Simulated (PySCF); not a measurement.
A GIAO shielding run with PySCF 2.14 (density fitting, non-relativistic, gas phase) on `C(CN(C(C)=O)C)([SiH3])[SiH3]`, C$_{5}$H$_{15}$NOSi$_{2}$:

```
$ OMP_NUM_THREADS=1 python probes_run.py task.json out

{"job": {"kind": "nmr", "xc": "PBE0", "basis": "pcSseg-1"}, "charge": 0, "multiplicity": 1}
C     -2.560058     0.874481    -0.582308
C     -1.219410     0.829324     0.109904
O     -0.550129     1.843619     0.263881
N     -0.800306    -0.363827     0.560532
C     -1.543482    -1.582968     0.359811
C      0.460546    -0.388482     1.285792
C      1.668292    -0.069299     0.407564
Si     1.666937    -1.087021    -1.189825
Si     1.896111     1.812418     0.100026
H     -3.338739     0.451462     0.047978
H     -2.797453     1.910758    -0.805475
H     -2.521753     0.312391    -1.513426
H     -0.932006    -2.428971     0.662774
H     -1.803083    -1.715958    -0.691512
H     -2.464043    -1.590618     0.952056
H      0.393434     0.346202     2.097207
H      0.562684    -1.380280     1.733991
H      2.546109    -0.376527     0.983944
H      2.945705    -0.943652    -1.878211
H      0.574796    -0.690135    -2.086541
H      1.456244    -2.509943    -0.868481
H      1.627659     2.576021     1.311420
H      1.354109     2.274298    -1.170235
H      3.366103     1.916470    -0.083310
```

Hardware: 1 thread of an Intel Xeon, shared host. The job also computes population analyses, field gradients.

**Question.** How large is the calculation?

**Answer.** 88 electrons, 242 basis functions and 1296 auxiliary functions.

**Question.** How long does it take, and how much memory does it need?

**Answer.** 3.6 min of wall time, with 14 SCF cycles and 5 response iterations; peak memory 1.1 GiB. Times on a shared host scatter by some tens of per cent.
